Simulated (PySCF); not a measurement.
# `[SiH3]C=C=C[SiH3]`, C3H8Si2

Geometry (Å), atoms numbered from 1 in this order:
```xyz
13

Si    2.5923    0.1379    0.5548
C     1.3285    0.0513   -0.8060
C     0.1436   -0.4431   -0.5919
C    -1.0433   -0.9059   -0.3250
Si   -2.3918    0.2170    0.2904
H     3.7998   -0.6543    0.1981
H     3.0209    1.5461    0.7693
H     1.9918   -0.3995    1.8005
H     1.5662    0.4258   -1.8002
H    -1.2329   -1.9689   -0.4634
H    -3.5475    0.2086   -0.6461
H    -1.8527    1.5943    0.4065
H    -2.8801   -0.2446    1.6175
```

Level of theory: TDDFT CAM-B3LYP/def2-TZVPD circular dichroism and optical rotation, one conformer, gas phase in PySCF 2.14.0. Geometry: PBE0-D3(BJ)/def2-TZVP.

No stereocentre is labelled: unless the shape is locked (an allene, a helicene, a hindered biaryl), the mirror image is equally populated and a measured rotation or CD is zero. Singlets 4 and 5, 9 and 10 lie within 0.01 eV of each other, so their separate moments and overlaps can depend on how they mix.

Question: Draw the ECD and absorption spectra from the lowest 12 states, each a Gaussian of half-width 0.2 eV at 1/e height.

Answer: 
```tsv
E (eV)	λ (nm)	Δε (L mol⁻¹ cm⁻¹)	ε (L mol⁻¹ cm⁻¹)
5.17	240	0.00	0.266
5.32	233	-0.12	6.46
5.47	227	-0.92	51
5.62	221	-2.44	132
5.77	215	-2.20	113
5.92	209	-0.73	32.9
6.07	204	-0.10	3.67
6.22	199	-0.13	5.23
6.37	195	-1.08	46.3
6.52	190	-3.59	216
6.67	186	-4.54	2080
6.82	182	+18.52	21900
6.97	178	+99.60	86700
7.12	174	+133.78	113000
7.27	171	+56.81	48000
7.42	167	+5.67	7040
7.57	164	-8.72	2840
7.72	161	-0.26	6200
```
Δε uses R in velocity form, ε uses f in length form. Only the states computed contribute, so the short-wavelength end is incomplete.
